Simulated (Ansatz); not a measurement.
C3H3N2, SMILES C1C=N[N]C=1, multiplicity 2.

Geometry: ωB97X-D3(BJ)/def2-SVP. The isomer is the one that the SMILES or the coordinates give; other isomers of the formula were not compared.

Two levels are set side by side: PBE/def2-SVPD (Ansatz, a quantum-chemistry and plane-wave program) and CAM-B3LYP/def2-SVPD (Ansatz). Energy differences of separate SCF runs at the same geometry; the states with an electron removed or added have multiplicity 3 and 1. Differences are taken from unrounded values.

```json
[
 {"quantity": "vertical ionisation energy (eV)", "CAM-B3LYP": "9.76", "PBE": "9.73", "PBE minus CAM-B3LYP": "-0.03"},
 {"quantity": "vertical electron affinity (eV)", "CAM-B3LYP": "2.62", "PBE": "2.33", "PBE minus CAM-B3LYP": "-0.29"}
]
```
